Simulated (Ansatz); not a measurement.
`[NH2][InH][Cl]` + H₂O → `[OH][InH][Cl]` + NH₃ at 500 K and 1 bar (formal hydrolysis of the In–N bond).

Calculated with Ansatz (gas phase, PBE0-D4/def2-TZVP geometries, no zero-point term in ΔE). CCSD(T)/CBS adds triple-zeta CCSD(T) − MP2 to the extrapolated MP2 energy (def2 sets, frozen cores). This one scheme is used for every species. def2 core potentials past Kr. For In outer-core shells are correlated without core-valence functions, which leaves a few kJ/mol of doubt a bond. Each species was taken in one conformer, which may not be the lowest.

```tsv
species	CCSD(T)/CBS energy (Eh)	H − E (kJ/mol)	S (J/(mol·K))
`[NH2][InH][Cl]`	-706.15182	119.1	366.9
H₂O	-76.37941	73.2	206.3
`[OH][InH][Cl]`	-726.02900	85.2	354.8
NH₃	-56.50880	108.2	211.8
```

H − E and S are ideal-gas, rigid-rotor, harmonic terms from PBE0-D4/def2-TZVP, for one conformer and one mirror image of each species. 1 Eh = 2625.50 kJ/mol, R = 8.31446 J/(mol·K).

Task: By hand: ΔE, ΔH, ΔS and ΔG.

Result: ΔE = (-726.02900) + (-56.50880) − (-706.15182) − (-76.37941) = -0.00657 Eh = -17.2 kJ/mol. Δ(H − E) = 85.2 + 108.2 − 119.1 − 73.2 = 1.1, so ΔH = -16.1 kJ/mol. ΔS = 354.8 + 211.8 − 366.9 − 206.3 = -6.6 J/(mol·K). ΔG = -16.1 − 500 × (-6.6)/1000 = -12.8 kJ/mol.

Task: By hand: the equilibrium constant, and the temperature at which ΔG would vanish if ΔH and ΔS stayed fixed.

Result: log₁₀ K = −ΔG/(RT ln 10) = 1.3. ΔG = 0 at ΔH/ΔS = 2439 K, though so small a ΔS makes that figure unsure.

The number of gas molecules stays the same, so ΔS is small and ΔH decides. A doubt of 5 kJ/mol in ΔE shifts log₁₀ K by 0.5 here. Other conformers and mirror images would add mixing entropy, several J/(mol·K) or more a flexible species. These are equilibria of isolated gas molecules and say nothing of rates. Largest T1 diagnostic: 0.015 (customary marks: 0.02 for closed shells, 0.045 for open ones).
